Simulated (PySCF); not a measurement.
Si(H)2(F)(NHSiH3) (FH6NSi2), SMILES F[SiH2]N[SiH3]. Atoms are numbered in the order given.

```xyz
10

Si     0.9531    -0.7876    -0.1731
F      2.1082     0.0596     0.6007
N     -0.3498     0.2077    -0.6927
Si    -1.7909     0.6575     0.1890
H      0.4337    -1.7857     0.7954
H      1.6110    -1.3917    -1.3614
H     -0.2048     0.6886    -1.5777
H     -3.0113     0.4371    -0.6456
H     -1.7812     2.0928     0.6084
H     -1.8418    -0.2098     1.4010
```
Charge 0, spin multiplicity 1.

Coordinates come from a PBE0-D3(BJ)/def2-SVP optimisation. The values are those of a single conformer.

Two levels are set side by side: PBE/pcSseg-1 (PySCF) and B3LYP/pcSseg-1 (PySCF). GIAO shifts against CFCl3 (¹⁹F), NH3 (¹⁵N), TMS (²⁹Si), TMS (¹H) at the same level; non-relativistic, no solvent, atoms listed together averaged. Differences are taken from unrounded values.

| quantity | B3LYP |
|---|---|
| δ(²⁹Si) of Si1 (ppm) | -23.3 |
| δ(¹⁹F) of F2 (ppm) | -164.3 |
| δ(¹⁵N) of N3 (ppm) | 40.4 |
| δ(²⁹Si) of Si4 (ppm) | -52.6 |
| δ(¹H) of H7 (ppm) | 1.09 |

What does PBE give, and how far is it from B3LYP? (An estimate is asked for; the answer gives what the named calculation found.)


```json
[
 {"quantity": "δ(²⁹Si) of Si1 (ppm)", "PBE": "-16.7", "PBE minus B3LYP": "6.5"},
 {"quantity": "δ(¹⁹F) of F2 (ppm)", "PBE": "-176.8", "PBE minus B3LYP": "-12.6"},
 {"quantity": "δ(¹⁵N) of N3 (ppm)", "PBE": "44.5", "PBE minus B3LYP": "4.1"},
 {"quantity": "δ(²⁹Si) of Si4 (ppm)", "PBE": "-50.2", "PBE minus B3LYP": "2.4"},
 {"quantity": "δ(¹H) of H7 (ppm)", "PBE": "1.19", "PBE minus B3LYP": "0.10"}
]
```

Rough cost on one machine, each run with all the roots and properties that it gave: B3LYP against PBE within a factor of 2.
